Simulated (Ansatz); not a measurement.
Consider the formal exchange of groups at a B–C bond: `CBCl` + ethylene → `C=CBCl` + CH₄.

Program: Ansatz. Geometries: PBE0-D4/def2-TZVP. ΔE: electronic, gas phase. CBS: MP2 limit from def2 TZ/QZ plus the TZ coupled-cluster correction, frozen cores. This one scheme is used for every species. DFT in def2-TZVPP. B3LYP here is the variant with VWN-RPA as its local correlation; programs differ in this. Each species was taken in one conformer, which may not be the lowest.

`CBCl`:

Cartesian coordinates in Å:
```
C 0.176 -0.670 -0.197
B -0.111 0.803 0.183
Cl -1.521 1.254 1.117
H -0.545 -1.392 0.185
H 1.180 -0.946 0.145
H 0.218 -0.753 -1.291
H 0.603 1.704 -0.141
```

`C=C`:

```xyz
6

C     0.102   -0.645    0.103
C    -0.102    0.645   -0.103
H    -0.152   -1.119    1.045
H     0.532   -1.283   -0.663
H     0.152    1.119   -1.045
H    -0.532    1.283    0.663
```

`C=CBCl`:

Z-matrix (Å, degrees):
```
C
C 1 1.337
H 1 1.086 2 120.8
H 1 1.086 2 122.7 3 180.0
B 2 1.531 1 119.9 3 0.0
H 2 1.088 1 118.9 3 180.0
Cl 5 1.750 2 121.0 1 180.0
H 5 1.194 2 121.9 1 -0.0
```

CH₄:

```xyz
5

C     0.000    0.000    0.000
H    -0.653    0.630   -0.603
H     0.949   -0.139   -0.517
H    -0.473   -0.969    0.157
H     0.177    0.478    0.963
```

| level | ΔE (kJ/mol) | difference from CCSD(T)/CBS |
| --- | --- | --- |
| BLYP-D4 | -29.3 | -4.9 |
| r2SCANh-D4 | -26.4 | -2.0 |
| ωB97M-V | -23.2 | 1.2 |
| PBE-QIDH | -25.5 | -1.1 |
| PBE | -25.6 | -1.2 |
| B3LYP | -25.6 | -1.2 |
| r2SCAN0 | -25.1 | -0.7 |
| RPA@PBE/def2-TZVPP | -26.6 | -2.2 |
| CCSD/def2-SVP | -24.4 | 0.0 |
| HF/def2-QZVPP | -23.6 | 0.8 |
| CCSD(T)/CBS | -24.4 | 0 |

Largest T1 diagnostic among the species: 0.012.

Leaving LDA and LC-ωPBE aside and taking each functional with its dispersion term where it has one, the values, not all of them listed here, spread over 6.3 kJ/mol, from BLYP-D4 to ωB97X-V.
